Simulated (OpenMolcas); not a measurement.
# S III: CASPT2 settings compared

```
Program             : OpenMolcas 26.06
Basis               : ANO-RCC-VQZP [6s5p3d2f1g]
Scalar Hamiltonian  : DKH2, point nucleus
Active space        : 2 electrons in 3 orbitals (3p)
State averaging     : 2S+1 = 3 even, 3 roots; 2S+1 = 1 even, 6 roots kept (CI in the orbitals of an earlier block)
Spin-orbit coupling : RASSI with atomic mean-field integrals over the reference wave functions, term energies averaged over their components
```

Methods on the same reference wave functions:
A. CASSCF
B. SS-CASPT2, IPEA 0.6 Eh, no level shift (closed shells correlated: 3s)
C. SS-CASPT2, IPEA 0.1 Eh, no level shift (closed shells correlated: 2s 2p 3s)
D. SS-CASPT2, IPEA 0 Eh, no level shift (closed shells correlated: 2s 2p 3s)

Energies in cm⁻¹ above 3s² 3p² ³P₀, the measured ground level; measured values from NIST levels in Podobedova, Kelleher and Wiese, J. Phys. Chem. Ref. Data 38, 171 (2009).

| Level | A | B | C | D | Measured |
| --- | --- | --- | --- | --- | --- |
| 3s² 3p² ³P₀ | 0.0 | 0.0 | 0.0 | 0.0 | 0.0 |
| 3s² 3p² ³P₁ | 264 | 269 | 268 | 268 | 299 |
| 3s² 3p² ³P₂ | 755 | 756 | 757 | 757 | 833 |
| 3s² 3p² ¹D₂ | 14369 | 10770 | 11210 | 11440 | 11323 |
| 3s² 3p² ¹S₀ | 35143 | 27030 | 27200 | 27430 | 27161 |

Deviations, from unrounded energies. A percentage is the sum of absolute deviations over the sum of measured energies, with the sign that they share, or ± where signs differ.

```csv
Against measurement,Levels,A,B,C,D
mean absolute deviation (cm-1),4,2800,200,65,120
fine structure of the ground term (%),2,-9.9,-9.5,-9.4,-9.4
other terms of the ground configuration (%),2,+28.7,-1.8,±0.4,+1.0
```

C lies closest to measurement on these levels and A furthest from it. The largest miss of C in the table is 3s² 3p² ¹D₂, by -110 cm-1. The ranking rests on the paired levels alone, and a cruder setting can come out closer through cancelling errors.

Among B to D the level of the table that moves most is 3s² 3p² ¹D₂, by 660 cm-1 (lowest in B, highest in D). Moves below CASPT2's spread within the term are not significant.

The mean deviations of B to D differ by less than CASPT2's widest spread within a term (150 cm-1), so their order carries little weight.

From A to B the spin-free energies of the other terms of 3s² 3p² shown, above ³P, scale by factors of 0.74 to 0.77.

The lowest spin-free term lies below A's lowest term by 0.071 hartree in B, 0.126 hartree in C, 0.129 hartree in D.

Term energies are means over components that CASPT2 splits; among the terms shown or strongly mixed into the levels shown the widest spread is 150 cm-1 (3s² 3p² ¹D, B). Terms from blocks run as CI alone lack orbitals of their own. With the s shell closed, the reference lacks s² → p² mixing. Computed and measured levels are paired by configuration, term and J; levels that our copy of the source lacks, or whose pairing is in doubt (as where it misses far off the trend of its configuration), stay unpaired and out of the deviations. Levels of configurations outside the active space are missing.
